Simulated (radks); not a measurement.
Trend from Lu to Hg: ionisation energy by Delta-SCF between NIST ground configurations, and size. Calculated with a radial shooting solver on a logarithmic mesh with Libxc functionals: scalar-relativistic Kohn-Sham, PBE, spin-polarised, spherical densities, finite nucleus; open shells are filled with parallel spins first (spin-orbit coupling, left out, can overturn this in heavy ions); Fermi nuclear charge, rms radius of each element as measured or else 0.836 A^(1/3) + 0.57 fm.

species       configuration  configuration of the ion  IE (eV)  NIST (eV)  kind  -e(HOMO) (eV)  outermost  <r> outermost (bohr)
Lu        [Xe] 4f14 5d1 6s2             [Xe] 4f14 6s2    5.379      5.426  exp.     1.951 (5d)         6s                  3.68
Hf        [Xe] 4f14 5d2 6s2         [Xe] 4f14 5d1 6s2    6.871      6.825  exp.     3.095 (5d)         6s                  3.53
Ta        [Xe] 4f14 5d3 6s2         [Xe] 4f14 5d3 6s1    7.374      7.550  exp.     4.207 (5d)         6s                  3.42
W         [Xe] 4f14 5d4 6s2         [Xe] 4f14 5d4 6s1    7.530      7.864  exp.     4.759 (6s)         6s                  3.33
Re        [Xe] 4f14 5d5 6s2         [Xe] 4f14 5d5 6s1    7.657      7.834  exp.     4.806 (6s)         6s                  3.26
Os        [Xe] 4f14 5d6 6s2         [Xe] 4f14 5d6 6s1    8.403      8.438  exp.     4.792 (5d)         6s                  3.10
Ir        [Xe] 4f14 5d7 6s2         [Xe] 4f14 5d7 6s1    9.027      8.967  exp.     5.806 (6s)         6s                  2.98
Pt        [Xe] 4f14 5d9 6s1             [Xe] 4f14 5d9    9.508      8.959  exp.     5.622 (5d)         6s                  2.90
Au       [Xe] 4f14 5d10 6s1            [Xe] 4f14 5d10    9.580      9.226  exp.     6.076 (6s)         6s                  2.86
Hg                     [Hg]        [Xe] 4f14 5d10 6s1   10.474     10.438  exp.     6.811 (6s)         6s                  2.70

Reference values: NIST Atomic Spectra Database (exp. = measured, semi-emp. = semi-empirical, theory = theoretical value adopted there). Open shells are spherical and high-spin; term and fine-structure splittings are not resolved. Spin-orbit splitting is averaged out at the scalar-relativistic level.
